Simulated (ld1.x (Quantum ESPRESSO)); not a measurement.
P, ultrasoft: configuration errors across variants

| Property | Result |
| --- | --- |
| Element | P (Z = 15) |
| Generator | ld1.x (Quantum ESPRESSO) 7.5 |
| Type | ultrasoft |
| Functional | LDA (PZ) |
| Relativity | scalar-relativistic |
| Frozen core | [Ne] |
| Valence charge | 5 |
| Reference configuration | 3s2 3p2.5 (charge +0.5) |
| Partial waves | 3s (bound): rcut 1.15, rcutus 1.50 bohr; 3s channel at 3.75 Ry: rcut 1.15, rcutus 1.50 bohr; 3p (bound): rcut 1.45, rcutus 1.55 bohr; 3p channel at 2 Ry: rcut 1.45, rcutus 1.55 bohr; 3d channel at -0.05 Ry: rcut 1.45, rcutus 1.65 bohr; 3d channel at 2.45 Ry: rcut 1.45, rcutus 1.65 bohr |
| Local potential | all-electron potential smoothed inside 1.15 bohr (lloc = -1) |
| Core correction | none |
| Augmentation charge | PSQ, inside the norm-conserving radii |

All-electron excitation energies from the reference (eV): (1) 3s2 3p3 -3.821; (2) 3s2 3p2 6.000; (3) 3s2 3p1 25.249; (4) 3s1 3p4 4.675; (5) 3s2 3p0 55.144; (6) 3s1 3p0 107.333; (7) 3s2 3p3.3 -5.157; (8) 3s2 3p2.5 spin -1.177; (9) 3s2 3p3 spin -5.331.

Spin tests fill each open shell by Hund’s rule, majority spin first.

1 further variants failed, have other tests or too few solved ones, and are left out.

Errors AE − PS in meV (a dash: test not solved or not reliable):

| change | (1) | (2) | (3) | (4) | (5) | (6) | (7) | (8) | (9) | bound ghosts |
| --- | --- | --- | --- | --- | --- | --- | --- | --- | --- | --- |
| base | +0.5 | +0.4 | +14 | +8.6 | +83 | +331 | +0.9 | +104 | +122 | none |
| waves 3d channel at -0.05 Ry: rcut 1.45, rcutus 2.08 bohr; 3d channel at 2.45 Ry: rcut 1.45, rcutus 2.08 bohr | +0.5 | +0.4 | +14 | +8.6 | +83 | +331 | +0.9 | +104 | +122 | none |
| local potential all-electron potential smoothed inside 1.20 bohr (lloc = -1) | +0.5 | +0.4 | +14 | +8.6 | +83 | +331 | +0.9 | +104 | +122 | none |
| local potential all-electron potential smoothed inside 1.06 bohr (lloc = -1) | +0.5 | +0.4 | +14 | +8.6 | +83 | +331 | +0.9 | +104 | +122 | none |
| type TM; waves now 3s (bound): rc 1.50 bohr; 3p (bound): rc 1.55 bohr; 3d channel at -0.05 Ry: rc 1.65 bohr; local potential all-electron potential smoothed inside 1.60 bohr (lloc = -1) | +1.2 | +1.6 | +29 | +1.9 | +137 | +492 | +2.3 | +101 | +120 | none |
| wave 3s channel at 3.75 Ry: rcut 1.15, rcutus 1.50 bohr becomes 3s channel at -0.86 Ry: rcut 1.15, rcutus 1.50 bohr | +0.5 | +0.4 | +14 | +8.6 | +83 | +330 | +0.9 | +104 | +122 | none |
| core correction a·sin(br)/r model core inside 1.46 bohr | +0.4 | +0.1 | +6.9 | +6.4 | +43 | +156 | +0.7 | +61 | +73 | none |
| waves 3p (bound): rcut 1.45, rcutus 2.02 bohr; 3p channel at 2 Ry: rcut 1.45, rcutus 2.02 bohr | +0.7 | +0.8 | +22 | +13 | +121 | +396 | +1.2 | +103 | +121 | none |

(1) Give the same row for: waves 3s (bound): rcut 1.15, rcutus 1.30 bohr; 3s channel at 3.75 Ry: rcut 1.15, rcutus 1.30 bohr.

Answers

(1) +0.7, +0.7, +19, +11, –, –, +1.1, +105, +123; bound ghosts: none. Not counted: 3s2 3p0 (solver errors, printed error -17.8 eV); 3s1 3p0 (solver errors, printed error +5.5 eV).
